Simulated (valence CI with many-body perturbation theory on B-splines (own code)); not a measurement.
# Xe³³⁺: key properties

Calculated by relativistic CI+MBPT: three valence electrons over a frozen Dirac-Fock core [Ar], radial functions for each j: 7 s, 7 p, 8 d, 6 f, 4 g, 1 h, with the one-electron correlation potential Σ1 (screened to all orders), the two-electron term Σ2, the three-electron term Σ3, Breit, model QED; selected single and double excitations, second order for the rest, scaled by the run's own slope (own B-spline code, finite nucleus).

No measured spectrum was set against this ion. As an estimate, large intervals hold to a few tenths of a per cent, small ones and those within an open d or f shell to about a per cent. Only levels of the ground parity were solved; by the run's estimate the other parity begins above the list, which can be wrong where configurations are misplaced.

Levels are named by their leading jj configuration (3d3/2^4 stands for four electrons in 3d with j = 3/2), which in mixed levels can hold well under half, so a name can repeat and another be missing.

Rates and lifetimes use the calculated energies. Strong lines usually hold to 10 to 20 %, long lifetimes can be off by a factor of two.

**Question.** What is the ground level?

**Answer.** (3d3/2^3) J=3/2, composition 65 % 3d³ ⁴F + 27 % 3d³ ²D + 6 % 3d³ ²P, g = 0.585.

**Question.** How well does LS coupling describe the low levels?

**Answer.** Among the lowest 19 levels the leading LS term, summed over configurations, holds 68 % on average. For single configurations the figures are 68 % in LS and 84 % in jj coupling. Terms mix most in the J = 3/2 level at 16.466 eV, where the leading one holds 42 %.

**Question.** What is the ionisation energy?

**Answer.** 2113.6 eV; NIST lists 2113 ± 5 eV (theoretical).
